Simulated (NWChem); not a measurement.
System: C₂H₂Cl, doublet; SMILES C(Cl)=[CH]

Parts of the log:

```
             Northwest Computational Chemistry Package (NWChem) 7.3.0
             --------------------------------------------------------

                             Geometry "geometry" -> ""
                             -------------------------

 Output coordinates in angstroms (scale by  1.889725989 to convert to a.u.)

  No.       Tag          Charge          X              Y              Z
 ---- ---------------- ---------- -------------- -------------- --------------
    1 C                    6.0000    -0.27018500     1.72392200     0.00000000
    2 C                    6.0000     0.50342800     0.66880300     0.00000000
    3 Cl                  17.0000    -0.11095400    -0.96942400     0.00000000
    4 H                    1.0000    -1.31984200     2.00722400     0.00000000
    5 H                    1.0000     1.59710400     0.71248400     0.00000000

 Effective nuclear repulsion energy (a.u.)      80.8548546671

                                 NWChem DFT Module
                                 -----------------

 Summary of "ao basis" -> "ao basis" (spherical)
 ------------------------------------------------------------------------------
       Tag                 Description            Shells   Functions and Types
 ---------------- ------------------------------  ------  ---------------------
 C                           3-21g                   5        9   3s2p
 Cl                          3-21g                   7       13   4s3p
 H                           3-21g                   2        2   2s

 in cosmo_initialize ...
 calling solv_data for solv:h2o

 solvent parameters
 solvname_short: h2o
 solvname_long:  water
 dielec:       78.4000
 dielecinf:     1.7769
 aqueous SMD model solvent descriptors
 dielec:       78.4000
 sola:          0.8200

          ---------------
          -cosmo- solvent
          ---------------
 Cosmo: York-Karplus, doi: 10.1021/jp992097l
 dielectric constant -eps-     =  78.40
 screen = (eps-1)/(eps    )    =   0.98724
 surface charge correction     = lagrangian

   van der Waals surface
 --------------------------

 ---------- ATOMIC COORDINATES (A.U.) ------------ VDWR(ANG.) --
     1   -0.51057562    3.25774021    0.00000000     1.850
     2    0.95134097    1.26385441    0.00000000     1.850
     3   -0.20967266   -1.83194573    0.00000000     2.380
     4   -2.49413973    3.79310336    0.00000000     1.200
     5    3.01808894    1.34639953    0.00000000     1.200
 number of segments per atom =        128
 number of   points per atom =        128
 atom (   nspa,  nppa )
 ----------------------
    1 (     76,     0 )       0
    2 (     36,     0 )       0
    3 (    104,     0 )       0
    4 (     52,     0 )       0
    5 (     52,     0 )       0
 number of -cosmo- surface points =      320
 molecular surface =     99.119 angstrom**2
 molecular volume  =     83.357 angstrom**3
 -lineq- algorithm             =   0
 -bem- low  level              =   3
 -bem- from -octahedral-
 gaussian surface charge width =   4.50000
 degree of switching           =   1.00000
 switching function tolerance  =   0.00010
 atomic radii =
 --------------
    1  6.000  1.850
    2  6.000  1.850
    3 17.000  2.380
    4  1.000  1.200
    5  1.000  1.200
 ...... end of -cosmo- initialization ......

 nat:                     5
 ixmem:                  1509
 calling mnsol_interface()
 G(SMD-CDS) energy (kcal/mol)  =     3.551
 SMD-CDS SASA (angstrom**2)    =   104.262

            General Information
            -------------------
          SCF calculation type: DFT
          Wavefunction type:  spin polarized.
          No. of atoms     :     5
          No. of electrons :    31
           Alpha electrons :    16
            Beta electrons :    15
          Charge           :     0
          Spin multiplicity:     2
          Use of symmetry is: off; symmetry adaption is: off
          Maximum number of iterations: 150
          AO basis - number of functions:    35
                     number of shells:    21
          Convergence on energy requested:  1.00D-06
          Convergence on density requested:  1.00D-05
          Convergence on gradient requested:  5.00D-04

[...]

                                COSMO-SMD solvation results
                                ---------------------------

             internal energy in gas <Psi(g)|H|Psi(g)> =      -534.865603098972
         internal energy in solvent <Psi(s)|H|Psi(s)> =      -534.864919366961
                               delta internal energy  =         0.000683732012 (    0.43 kcal/mol)
   total free energy in solvent <Psi(s)|H+V/2|Psi(s)> =      -534.870821118701
 polarization energy contribution <Psi(s)|V/2|Psi(s)> =        -0.005901751740 (   -3.70 kcal/mol)
    total free energy in solvent including G(SMD-CDS) =      -534.865162591606
                       G(SMD-CDS) energy contribution =         0.005658527095 (    3.55 kcal/mol)
     1 M fixed-concentration free energy of solvation =         0.000440507367 (    0.28 kcal/mol)

                    DFT Final Alpha Molecular Orbital Analysis
                    ------------------------------------------

 Vector   14  Occ=1.000000D+00  E=-3.233037D-01
              MO Center= -1.7D-02, -7.6D-01, -5.8D-11, r^2= 1.7D+00
   Bfn.  Coefficient  Atom+Function         Bfn.  Coefficient  Atom+Function
  ----- ------------  ---------------      ----- ------------  ---------------
    25      0.583438  3 Cl px                29      0.469095  3 Cl px
    21     -0.269471  3 Cl px                 6      0.171611  1 C  s
    26     -0.146113  3 Cl py                35     -0.146753  5 H  s
    30     -0.139261  3 Cl py                12     -0.124133  2 C  px
    34     -0.120200  5 H  s                 15     -0.095184  2 C  s

 Vector   15  Occ=1.000000D+00  E=-2.775190D-01
              MO Center= -4.6D-02,  5.0D-01,  1.9D-09, r^2= 2.6D+00
   Bfn.  Coefficient  Atom+Function         Bfn.  Coefficient  Atom+Function
  ----- ------------  ---------------      ----- ------------  ---------------
    27      0.401188  3 Cl pz                31      0.351907  3 Cl pz
     9     -0.338548  1 C  pz                 5     -0.336165  1 C  pz
    14     -0.252564  2 C  pz                18     -0.241474  2 C  pz
    23     -0.183866  3 Cl pz

 Vector   16  Occ=1.000000D+00  E=-2.600960D-01
              MO Center= -9.9D-02,  1.4D+00, -1.3D-10, r^2= 2.3D+00
   Bfn.  Coefficient  Atom+Function         Bfn.  Coefficient  Atom+Function
  ----- ------------  ---------------      ----- ------------  ---------------
     8      0.418130  1 C  py                 4      0.378263  1 C  py
     7      0.294400  1 C  px                26      0.292925  3 Cl py
     3      0.277050  1 C  px                 6      0.278150  1 C  s
    30      0.253500  3 Cl py                15     -0.136241  2 C  s
    22     -0.131211  3 Cl py                35     -0.109303  5 H  s

 Vector   17  Occ=0.000000D+00  E= 1.091104D-03
              MO Center=  1.2D-01,  1.1D+00,  6.8D-10, r^2= 1.9D+00
   Bfn.  Coefficient  Atom+Function         Bfn.  Coefficient  Atom+Function
  ----- ------------  ---------------      ----- ------------  ---------------
    18     -0.699711  2 C  pz                 9      0.656261  1 C  pz
    14     -0.397982  2 C  pz                 5      0.366209  1 C  pz
    31      0.195414  3 Cl pz                27      0.148034  3 Cl pz
    23     -0.065025  3 Cl pz

 Vector   18  Occ=0.000000D+00  E= 5.932284D-02
              MO Center=  1.6D-01, -3.2D-02, -5.6D-10, r^2= 2.8D+00
   Bfn.  Coefficient  Atom+Function         Bfn.  Coefficient  Atom+Function
  ----- ------------  ---------------      ----- ------------  ---------------
    15      1.343597  2 C  s                 30     -0.878187  3 Cl py
    17     -0.796211  2 C  py                28     -0.713471  3 Cl s
    13     -0.373477  2 C  py                35     -0.364719  5 H  s
    29     -0.354173  3 Cl px                 8      0.325587  1 C  py
    26     -0.322268  3 Cl py                33     -0.313225  4 H  s

 Vector   19  Occ=0.000000D+00  E= 1.380191D-01
              MO Center= -1.4D-02,  1.4D+00, -4.8D-11, r^2= 4.2D+00
   Bfn.  Coefficient  Atom+Function         Bfn.  Coefficient  Atom+Function
  ----- ------------  ---------------      ----- ------------  ---------------
    33     -1.262746  4 H  s                 35      1.196907  5 H  s
     6      1.166134  1 C  s                 15     -1.043150  2 C  s
    16     -0.481629  2 C  px                 7     -0.429861  1 C  px
     3     -0.175992  1 C  px                17     -0.155984  2 C  py
    32     -0.148186  4 H  s                 12     -0.134915  2 C  px

                     DFT Final Beta Molecular Orbital Analysis
                     -----------------------------------------

 Vector   13  Occ=1.000000D+00  E=-3.757841D-01
              MO Center=  6.3D-02, -2.3D-01, -1.5D-09, r^2= 2.0D+00
   Bfn.  Coefficient  Atom+Function         Bfn.  Coefficient  Atom+Function
  ----- ------------  ---------------      ----- ------------  ---------------
    27      0.473485  3 Cl pz                31      0.362545  3 Cl pz
    14      0.262297  2 C  pz                18      0.260238  2 C  pz
    23     -0.221556  3 Cl pz                 5      0.145892  1 C  pz
     9      0.107152  1 C  pz

 Vector   14  Occ=1.000000D+00  E=-3.197843D-01
              MO Center= -2.2D-02, -7.8D-01, -5.0D-11, r^2= 1.6D+00
   Bfn.  Coefficient  Atom+Function         Bfn.  Coefficient  Atom+Function
  ----- ------------  ---------------      ----- ------------  ---------------
    25      0.579003  3 Cl px                29      0.471935  3 Cl px
    21     -0.267707  3 Cl px                26     -0.165730  3 Cl py
     6      0.156296  1 C  s                 30     -0.152963  3 Cl py
    35     -0.139462  5 H  s                 12     -0.125498  2 C  px
    34     -0.112917  5 H  s                 15     -0.087103  2 C  s

[...]
```

Level: B3LYP/3-21G, spin-unrestricted, SMD on the gas-phase geometry. In the optimisation the excess spin sits in a' (Cs, its own frame). Coordinates come from a PBE0/def2-SVP, spin-unrestricted optimisation. No stability test was run on the SCF state. Solvent: water.

Q: Reconstruct the input file.

A: This is not unique; one that fits is the input that was run:
```
start job
memory heap 200 mb stack 700 mb global 900 mb
geometry units angstroms noautosym nocenter noautoz
  C     -0.270185     1.723922     0.000000
  C      0.503428     0.668803     0.000000
  Cl    -0.110954    -0.969424     0.000000
  H     -1.319842     2.007224     0.000000
  H      1.597104     0.712484     0.000000
end
basis spherical
  * library 3-21g
end
dft
  odft
  mult 2
  xc b3lyp
  iterations 150
end
cosmo
  do_cosmo_smd true
  solvent water
end
task dft energy
```
